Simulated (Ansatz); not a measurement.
Ansatz (a program for electronic structure) input (r2SCAN/def2-TZVPD):

Ansatz 0.2 input:
```yaml
crystal:
  periodic: [false, false, false]
  atoms:
    - {symbol: Si, position_ang: [0.08349080, -0.10035628, 0.02911092]}
    - {symbol: Cl, position_ang: [-1.09118665, -0.50522295, 1.66789906]}
    - {symbol: O, position_ang: [-0.44474900, 1.27060465, -0.66931662]}
    - {symbol: C, position_ang: [-0.65027480, 2.51215516, -0.00727730]}
    - {symbol: O, position_ang: [1.60152257, -0.00493666, 0.58498489]}
    - {symbol: C, position_ang: [2.75017262, 0.13146958, -0.24721214]}
    - {symbol: O, position_ang: [-0.01106786, -1.27975977, -1.07527584]}
    - {symbol: C, position_ang: [-1.17160822, -1.61042648, -1.82944395]}
    - {symbol: H, position_ang: [-0.96778157, 3.23889484, -0.75373530]}
    - {symbol: H, position_ang: [-1.42557269, 2.42011615, 0.75646893]}
    - {symbol: H, position_ang: [0.27121595, 2.86364886, 0.46354872]}
    - {symbol: H, position_ang: [2.67932137, 1.02539408, -0.87233095]}
    - {symbol: H, position_ang: [2.86815825, -0.74380642, -0.88888605]}
    - {symbol: H, position_ang: [3.61946654, 0.22045348, 0.40252965]}
    - {symbol: H, position_ang: [-1.96386891, -1.98095246, -1.17465209]}
    - {symbol: H, position_ang: [-1.53764594, -0.74190889, -2.38070638]}
    - {symbol: H, position_ang: [-0.89737459, -2.39451668, -2.53361220]}
basis:
  gaussian:
    orbitals: def2-TZVPD
hamiltonian:
  xc: {name: r2SCAN}
output: {forces: true}
```

End of the output:

```
Atom 3 at    -0.650275     2.512155    -0.007277 Å, force     0.016579    -0.034348     0.019328 eV/Å
Atom 4 at     1.601523    -0.004937     0.584985 Å, force    -0.064102    -0.032856     0.062226 eV/Å
Atom 5 at     2.750173     0.131470    -0.247212 Å, force    -0.048483    -0.001261    -0.017136 eV/Å
Atom 6 at    -0.011068    -1.279760    -1.075276 Å, force     0.088541     0.028868     0.040457 eV/Å
Atom 7 at    -1.171608    -1.610426    -1.829444 Å, force    -0.001577     0.033857     0.027295 eV/Å
Atom 8 at    -0.967782     3.238895    -0.753735 Å, force    -0.012137     0.024003    -0.034447 eV/Å
Atom 9 at    -1.425573     2.420116     0.756469 Å, force    -0.044537    -0.007398     0.038460 eV/Å
Atom 10 at     0.271216     2.863649     0.463549 Å, force     0.050354     0.019185     0.024108 eV/Å
Atom 11 at     2.679321     1.025394    -0.872331 Å, force    -0.003399     0.046906    -0.031679 eV/Å
Atom 12 at     2.868158    -0.743806    -0.888886 Å, force     0.005333    -0.046903    -0.028739 eV/Å
Atom 13 at     3.619467     0.220453     0.402530 Å, force     0.028955     0.002443     0.031323 eV/Å
Atom 14 at    -1.963869    -1.980952    -1.174652 Å, force    -0.037532    -0.021615     0.036304 eV/Å
Atom 15 at    -1.537646    -0.741909    -2.380706 Å, force    -0.016587     0.044237    -0.031124 eV/Å
Atom 16 at    -0.897375    -2.394517    -2.533612 Å, force     0.017704    -0.030673    -0.024850 eV/Å
Dipole moment:     0.070366     0.250296    -0.351349 e Å
```
